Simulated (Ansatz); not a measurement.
C3H7AlO (`C/[C]([AlH2])=C\O`), one more setting.

```yaml
crystal:
  periodic: [false, false, false]
  atoms:
    - {symbol: C, position_ang: [-1.044978, 0.826863, 0.418646]}
    - {symbol: C, position_ang: [0.128846, -0.054864, 0.072859]}
    - {symbol: Al, position_ang: [1.576744, -0.516706, 1.244259]}
    - {symbol: C, position_ang: [0.208454, -0.587936, -1.159812]}
    - {symbol: O, position_ang: [-0.673157, -0.420847, -2.163737]}
    - {symbol: H, position_ang: [-0.988934, 1.196164, 1.443610]}
    - {symbol: H, position_ang: [-1.102187, 1.712485, -0.227892]}
    - {symbol: H, position_ang: [-2.001694, 0.295159, 0.331888]}
    - {symbol: H, position_ang: [1.617798, 0.040074, 2.732990]}
    - {symbol: H, position_ang: [2.719878, -1.465958, 0.679568]}
    - {symbol: H, position_ang: [1.024307, -1.231369, -1.476752]}
    - {symbol: H, position_ang: [-1.387975, 0.151734, -1.861724]}
basis:
  gaussian: {orbitals: "6-31G*"}
hamiltonian: {xc: {name: SPW92}}
```

```sh
$ ansatz run in.yaml --threads 4 --pin off --events-out ev --progress --plain --max-ram 10444MiB
```

Shortened log:

```
Functional definition: SPW92
1148 factors; their error is unknown
mean field evaluation 1: about -11783.0181 eV, gradient 6.6e1 eV
mean field evaluation 2: about -11745.6585 eV, gradient 1.2e2 eV
mean field evaluation 4: about -11792.7911 eV, gradient 1.9e1 eV
mean field evaluation 8: about -11793.6734 eV, gradient 2.6e-1 eV
mean field evaluation 16: about -11793.6022 eV, gradient 3.5e-4 eV
mean field -11793.60222052 eV, -433.4068876135 hartree, gradient 8.1e-5 eV, S^2 0.000000; 0 other end points of the search recorded, 0 dependent functions left out
reference -11793.60225940 eV, -433.4068890422 hartree; 23, 23 occupied and 70, 70 virtual orbitals, 1148 factors
Total energy: -11793.60225940 eV, -433.4068890422 hartree
```

Run time 0.55 s (4 threads of an Arm Neoverse V1 on a shared host); peak host memory 0.13 GiB.
